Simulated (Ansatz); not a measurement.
Isolated molecules relaxed with PBE0-D4/def2-TZVP in Ansatz; ΔE leaves out vibrations. CCSD(T)/CBS is the MP2 limit (def2-TZVPP, def2-QZVPP) plus CCSD(T) − MP2 in def2-TZVPP, frozen cores. DFT in def2-TZVPP. For Br, Zn outer-core shells are correlated without core-valence functions, which leaves a few kJ/mol of doubt a bond. Scalar relativity is left out up to krypton. One conformer a species, not always the lowest.

`B[CH](Cl)[Zn][F]` + HBr → `[F][Zn][Br]` + `BCCl`  (ligand exchange at a Zn–C bond)

```tsv
level	ΔE (kJ/mol)
ωB97X-V	-117.4
PBE	-89.9
r2SCAN	-101.0
PBE0	-107.6
HF/def2-TZVPP	-173.4
MP2/def2-TZVPP	-99.7
SCS-MP2/def2-TZVPP	-109.1
CCSD/def2-TZVPP	-113.8
```

(1) What does CCSD(T)/CBS give? (Best estimate.)

Largest T1 diagnostic among the species: 0.015.

Results:

(1) Ansatz gave: -113.9 kJ/mol. The listed levels differ from it by -3.5, 24.0, 12.9, 6.3, -59.5, 14.2, 4.8, 0.1 kJ/mol.

In def2-TZVPP, CCSD(T) changes the Hartree–Fock value by +70.8 kJ/mol (the triples alone add +11.1 kJ/mol) and MP2 by +73.8 kJ/mol. The D4 term adds +5.9 kJ/mol with B3LYP and +3.2 kJ/mol with PBE0; it sums over pairs of atoms, weighted by their polarisabilities, and B3LYP, whose exchange is more repulsive, gets the larger term.

B3LYP here is the variant with VWN-RPA as its local correlation; programs differ in this.
